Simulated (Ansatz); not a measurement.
Basis sets compared for SnHMe2(NMeEt) (C5H15NSn). Charge 0, multiplicity 1. Geometry PBE-D4/def2-SVP. Ansatz on 4 threads of Intel Xeon 6975P-C on a shared host; times are rough, and most runs start from earlier orbitals.

Cartesian coordinates in Å:
```
C 2.209 1.954 -0.696
C -0.834 2.081 1.161
C -0.164 -0.710 -1.763
C -0.132 -2.012 0.310
C -1.604 -1.949 0.755
N 0.375 -0.866 -0.428
Sn 0.888 0.852 0.624
H 1.693 0.243 2.038
H 1.634 2.380 -1.541
H 2.989 1.275 -1.089
H 2.694 2.782 -0.143
H -0.497 3.006 1.670
H -1.507 1.520 1.837
H -1.391 2.358 0.245
H -0.021 -1.650 -2.350
H -1.257 -0.463 -1.825
H 0.376 0.091 -2.312
H 0.011 -2.924 -0.321
H 0.510 -2.166 1.207
H -1.909 -2.886 1.268
H -1.775 -1.109 1.462
H -2.287 -1.804 -0.107
```

In the def2 sets Sn takes a core potential; there is no spin–orbit coupling. Another isomer (singlet) lies 0.41 eV lower at PBE0-D4/def2-TZVP; other spin states weren't run for this one.

Binding counts from free atoms (C triplet, N quartet, Sn triplet, H doublet) in the same basis, without a counterpoise term.

```tsv
level	functions	energy (Eh)	HOMO (eV)	LUMO (eV)	binding per atom (eV)	wall time
PBE-D4/def2-SVP	185	-468.0497	-4.27	-0.04	3.84	1.7 s
PBE0-D4/def2-SVP	185	-468.1082	-5.58	0.92	3.79	2.5 s
```

(1) Estimate the rows for PBE-D4/def2-TZVP (with forces), PBE0-D4/def2-TZVP.

Answers

(1) 
| level | functions | energy (Eh) | HOMO (eV) | LUMO (eV) | binding per atom (eV) | wall time |
| --- | --- | --- | --- | --- | --- | --- |
| PBE-D4/def2-TZVP (with forces) | 326 | -468.3431 | -4.44 | -0.44 | 3.82 | 3.9 s |
| PBE0-D4/def2-TZVP | 326 | -468.3927 | -5.71 | 0.43 | 3.77 | 6.5 s |
